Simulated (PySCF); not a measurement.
WH₄, SMILES [WH4] (connectivity only; charge and spin as stated), neutral, multiplicity 3. Atoms are numbered in the order given.

```xyz
5

W      0.0000     0.0000     0.0000
H      0.9842     0.9842     0.9842
H     -0.9842     0.9842    -0.9842
H     -0.9842    -0.9842     0.9842
H      0.9842    -0.9842    -0.9842
```
Charge 0, spin multiplicity 3.

The structure is a stationary point at PBE0-D3(BJ)/def2-TZVPD. The spin state was assumed, not searched. The def2 effective core potentials stand for the cores of W; spin–orbit coupling is left out.

The numbers are results of TDA-PBE/def2-TZVPD (PySCF), not measurements.

Vertical excitations; the highest root listed may be one member of a degenerate set. Gas-phase values at a fixed geometry.

```json
[
 {"state": "root 1", "energy (eV)": "2.18", "λ (nm)": "570", "f": "0.000", "main pairs": "α HOMO→LUMO+2, α HOMO−1→LUMO, α HOMO−1→LUMO+1, α HOMO→LUMO (degenerate set)"},
 {"state": "root 2", "energy (eV)": "2.18", "λ (nm)": "570", "f": "0.000", "main pairs": "α HOMO→LUMO+1, α HOMO−1→LUMO+2, α HOMO−1→LUMO+1, α HOMO→LUMO+2 (degenerate set)"},
 {"state": "root 3", "energy (eV)": "2.18", "λ (nm)": "570", "f": "0.000", "main pairs": "α HOMO−1→LUMO, α HOMO→LUMO, α HOMO−1→LUMO+2, α HOMO→LUMO+1 (degenerate set)"},
 {"state": "root 4", "energy (eV)": "2.36", "λ (nm)": "526", "f": "0.015", "main pairs": "α HOMO→LUMO+2, α HOMO−1→LUMO+1, α HOMO→LUMO+1, α HOMO−1→LUMO+2 (degenerate set)"},
 {"state": "root 5", "energy (eV)": "2.36", "λ (nm)": "526", "f": "0.015", "main pairs": "α HOMO−1→LUMO+2, α HOMO→LUMO, α HOMO→LUMO+1, α HOMO−1→LUMO (degenerate set)"},
 {"state": "root 6", "energy (eV)": "2.36", "λ (nm)": "526", "f": "0.015", "main pairs": "α HOMO−1→LUMO, α HOMO−1→LUMO+1, α HOMO→LUMO, α HOMO→LUMO+2 (degenerate set)"},
 {"state": "root 7", "energy (eV)": "4.37", "λ (nm)": "284", "f": "0.000", "main pairs": "β HOMO−1→LUMO, β HOMO−2→LUMO, β HOMO→LUMO (degenerate set)"},
 {"state": "root 8", "energy (eV)": "4.37", "λ (nm)": "284", "f": "0.000", "main pairs": "β HOMO−2→LUMO+1, β HOMO−1→LUMO+1, β HOMO→LUMO, β HOMO−1→LUMO (degenerate set)"},
 {"state": "root 9", "energy (eV)": "4.37", "λ (nm)": "284", "f": "0.000", "main pairs": "β HOMO→LUMO+1, β HOMO−2→LUMO+1 (degenerate set)"},
 {"state": "root 10", "energy (eV)": "4.52", "λ (nm)": "274", "f": "0.001", "main pairs": "β HOMO−1→LUMO+1 55 %, β HOMO−2→LUMO 32 %"}
]
```
Unrestricted roots are not spin-pure.
